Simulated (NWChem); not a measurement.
**Correlation energy of SeSn**

```
Sn
Se 1 2.3702
```
Charge 0, spin multiplicity 1.

All runs are NWChem calculations. Structure: optimised with PBE/def2-SVP with def2 effective core potentials on Sn, a minimum by its harmonic frequencies.

Basis set: def2-SVP. Each correlation energy counts from its own Hartree-Fock reference.

Effective core potentials replace the inner electrons of Sn; spin-orbit coupling is left out. The correlated methods keep 13 core orbitals frozen. The structure started from a generated list of species. No row is a measurement; the coupled-cluster row has its own basis-set and correlation limits.

Problem. Order these methods by the correlation energy they give, lowest first: MP2, SCS-MP2, CR-CCSD[T], CR-CCSD(T), CCSD, CCSD+T(CCSD).

Solution. CCSD+T(CCSD) (-344.5 mHa), CR-CCSD[T] (-340.3 mHa), CR-CCSD(T) (-338.8 mHa), CCSD (-327.2 mHa), MP2 (-320.8 mHa), SCS-MP2 (-298.2 mHa)
